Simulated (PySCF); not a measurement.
Geometry:
```csv
atom,x (Å),y (Å),z (Å)
C1,2.134,-0.008,0.367
C2,0.843,-0.009,0.680
O3,-0.132,-0.167,-0.264
Si4,-1.741,-0.018,-0.126
F5,-2.256,1.362,-0.730
F6,-2.456,-1.191,-0.925
F7,-2.166,-0.084,1.412
H8,2.877,0.114,1.155
H9,2.465,-0.129,-0.666
H10,0.480,0.107,1.708
```

Geometry: PBE0-D3(BJ)/def2-SVP; GIAO shifts from PySCF 2.14.0 with density-fitted response routines, gas phase, non-relativistic, averaged over equivalent atoms.

At PBE0/def2-SVP (117 basis functions, 9.8 s wall time on 1 thread of an Arm Neoverse V1, shared host):
```tsv
atoms	δ (ppm)
C2	140.0
C1	97.8
O3	115.2
Si4	-103.8
F5/F6/F7	-132.8
H10	6.27
H9	4.87
H8	4.43
```

Referencing at the same level of theory: ¹³C (σ = 193.72 ppm) and ²⁹Si (σ = 407.17 ppm) and ¹H (σ = 31.34 ppm) vs TMS; ¹⁷O (σ = 343.04 ppm) against H2O; ¹⁹F (σ = 214.64 ppm) vs CFCl3.

What do these become at B97-2/pcSseg-1?

Results:


```json
{"atoms": "C2", "δ at B97-2/pcSseg-1": "147.0", "change": "+7.0"}
{"atoms": "C1", "δ at B97-2/pcSseg-1": "101.9", "change": "+4.1"}
{"atoms": "O3", "δ at B97-2/pcSseg-1": "115.4", "change": "+0.2"}
{"atoms": "Si4", "δ at B97-2/pcSseg-1": "-103.4", "change": "+0.4"}
{"atoms": "F5/F6/F7", "δ at B97-2/pcSseg-1": "-164.1", "change": "-31.3"}
{"atoms": "H10", "δ at B97-2/pcSseg-1": "6.52", "change": "+0.25"}
{"atoms": "H9", "δ at B97-2/pcSseg-1": "5.08", "change": "+0.21"}
{"atoms": "H8", "δ at B97-2/pcSseg-1": "4.63", "change": "+0.20"}
```

Referencing at the same level of theory: ¹³C (σref 183.69), ²⁹Si (σref 357.41), ¹H (σref 31.38) against TMS; ¹⁷O (σref 331.62) vs H2O; ¹⁹F (σref 178.12) against CFCl3.

The largest change is at F5/F6/F7 (fluorine bonded to Si). Cost: 141 basis functions, 15 s wall time on 1 thread of an Arm Neoverse V1, shared host.

Unscaled 19F shifts against computed CFCl3 carry errors that often reach 10 to 50 ppm. Experimental scales use liquid or dissolved standards, which lie at an offset from isolated H2O (liquid H2O: subtract about 36 ppm).
